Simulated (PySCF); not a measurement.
# Peak assignment

Mapped SMILES: `[CH2:1]=[CH:2][CH:3]([CH:4]=[CH2:5])[C@@H:6]([C:7]#[N:8])[O:9][SiH3:10]`; H(Xn) means a hydrogen on atom n. Ha(C1), Ha(C5) are cis to C3; Hb(C1), Hb(C5) are trans to C3.

Averaged over atoms made equivalent by symmetry, fast rotation or ring inversion, in vacuum, one conformer, non-relativistic Hamiltonian. Shieldings: GIAO PBE0/pcSseg-1; geometry: GFN2-xTB; PySCF 2.14.0 with density-fitted response routines.

References, each an isolated molecule treated in the same way: TMS for ¹³C (σ = 186.93 ppm), ¹H (σ = 31.72 ppm).

Q: Assign these signals to the numbered atoms. ¹³C{¹H} NMR (computed): δ 144.1 (CH), 143.8 (CH), 126.6 (CH2), 124.9 (CH2), 122.7 (C), 69.5 (CH), 60.3 (CH).

A: 
```tsv
δ (ppm)	atoms	environment	reason
144.1	C4	alkene CH	as expected for a trigonal carbon in a double bond
143.8	C2	alkene CH	–
126.6	C1	terminal =CH2 carbon	an sp2 carbon of a C=C bond
124.9	C5	terminal =CH2 carbon	–
122.7	C7	nitrile carbon	C≡N carbons fall here, among the sp2 signals but without a proton
69.5	C6	sp3 CH bonded to O, α to a nitrile	pulled downfield by the heteroatom
60.3	C3	allylic sp3 CH	–
```

C4 and C2; C1 and C5 lie closer than the usual error of such a calculation, so a measured spectrum could show them in the other order.

Q: Assign these signals to the numbered atoms. ¹H NMR (400 MHz, computed): δ 6.48 (m, 1H), 6.35 (m, 1H), 5.67 (m, 1H), 5.61 (m, 1H), 5.59 (m, 1H), 5.50 (m, 1H), 4.90 (s, 3H), 4.31 (d, 1H), 2.98 (m, 1H).

A: 
6.48 → H(C2), hydrogen on an alkene CH: olefinic region
6.35 → H(C4), hydrogen on an alkene CH
5.67 → Hb(C1), hydrogen on a terminal =CH2 carbon: attached to an sp2 carbon and in the plane of the double bond
5.61 → Ha(C1), hydrogen on a terminal =CH2 carbon
5.59 → Ha(C5), hydrogen on a terminal =CH2 carbon
5.50 → Hb(C5), hydrogen on a terminal =CH2 carbon
4.90 → H(Si10), hydrogen on a silicon bonded to O
4.31 → H(C6), hydrogen on an sp3 CH bonded to O, α to a nitrile: its carbon carries O, hence the downfield position
2.98 → H(C3), hydrogen on an allylic sp3 CH: allylic position

Hb(C1) and Ha(C1); Ha(C1) and Ha(C5); Ha(C5) and Hb(C5) lie closer than the usual error of such a calculation, so a measured spectrum could show them in the other order.

Shifts are as computed. Against solution values, carbons near 30 ppm lie about +3 ppm off and those near 130 ppm about +5 ppm. Of 1211 compounds with measured shifts, 218 miss one by over three times the rms of a fit or turn the order of signals round; such compounds aren't used in these exercises. No couplings were computed; multiplicities are counted from neighbouring protons, with m where these are inequivalent, close in shift, in a saturated or five-membered ring or joined by F or P, and br s for small geminal =CH2 splittings.
